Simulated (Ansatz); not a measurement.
Reaction (atomization): `FCC(F)(F)CF` → 3 C• + 4 F• + 4 H•

Program: Ansatz. Geometries: PBE0-D4/def2-TZVP. ΔE: electronic, gas phase. CBS: MP2 limit from def2 TZ/QZ plus the TZ coupled-cluster correction, frozen cores. This one scheme is used for every species, atoms too. For atomizations the MP2-based limit and the directly extrapolated one differ by several kJ/mol either way, and by 10 to 25 for some Ge, Se and Sn compounds, so smaller differences from it don't rank the levels. DFT in def2-TZVPP. B3LYP here is the variant with VWN-RPA as its local correlation; programs differ in this. HSE06 is defined as in plane-wave codes. No spin–orbit coupling; open shells (•) take unrestricted orbitals. Spin–orbit coupling would lower the free atoms: a little for C, F. Each species was taken in one conformer, which may not be the lowest.

```csv
level,ΔE (eV),difference from CCSD(T)/CBS
LDA (SPW92),53.95,8.60
PBE-D4,47.04,1.69
revPBE-D4,45.44,0.09
BLYP-D4,45.46,0.11
r2SCAN-D4,45.60,0.25
B97M-V,45.33,-0.02
PBE0-D4,45.64,0.29
B3LYP-D4,45.17,-0.18
r2SCAN0-D4,44.46,-0.89
HSE06-D4,45.68,0.33
BHLYP-D4,43.23,-2.12
CAM-B3LYP-D4,45.71,0.36
ωB97X-V,45.54,0.19
ωB97M-V,45.54,0.19
B2PLYP,44.86,-0.49
PBE-QIDH,45.13,-0.22
PBE,46.85,1.50
revPBE,44.74,-0.61
BLYP,45.02,-0.33
r2SCAN,45.55,0.20
PBE0,45.48,0.13
B3LYP,44.86,-0.49
r2SCAN0,44.41,-0.94
HSE06,45.53,0.18
BHLYP,43.03,-2.32
CAM-B3LYP,45.55,0.20
LC-ωPBE,45.70,0.35
HF/def2-SVP,32.75,-12.60
MP2/def2-SVP,44.51,-0.84
CCSD/def2-SVP,42.82,-2.53
CCSD(T)/def2-SVP,43.31,-2.04
MP2/def2-TZVPP,45.63,0.28
SCS-MP2/def2-TZVPP,44.80,-0.55
CCSD(T)/def2-TZVPP,44.17,-1.18
HF/def2-QZVPP,32.17,-13.18
MP2/def2-QZVPP,46.33,0.98
SCS-MP2/def2-QZVPP,45.55,0.20
HF/CBS(def2),32.18,-13.17
MP2/CBS(def2),46.82,1.47
CCSD/CBS(def2),44.55,-0.80
CCSD(T)/CBS,45.35,0
```

Problem. What do rigid-rotor, harmonic-oscillator terms from PBE0-D4/def2-TZVP frequencies (298.15 K, 1 bar) make of the CCSD(T)/CBS value? (An estimate is asked.)

Solution. Ansatz gave: ΔZPE = -2.02 eV, ΔH = +43.83 eV, ΔS = 1234 J/(mol·K), ΔG = +40.01 eV. Open shells count their whole term as degenerate.

Largest T1 diagnostic among the species: 0.011.

At CCSD(T), def2-SVP lies −2.04 eV from the extrapolated value and def2-TZVPP −1.18 eV: correlation converges slowly with the basis, and small sets miss more of it in the bonded molecule than in its fragments. From BLYP to BHLYP (50 % exact exchange), in def2-TZVPP and without D4, ΔE moves by −1.99 eV: exact exchange takes away binding that semilocal exchange gives to molecules.
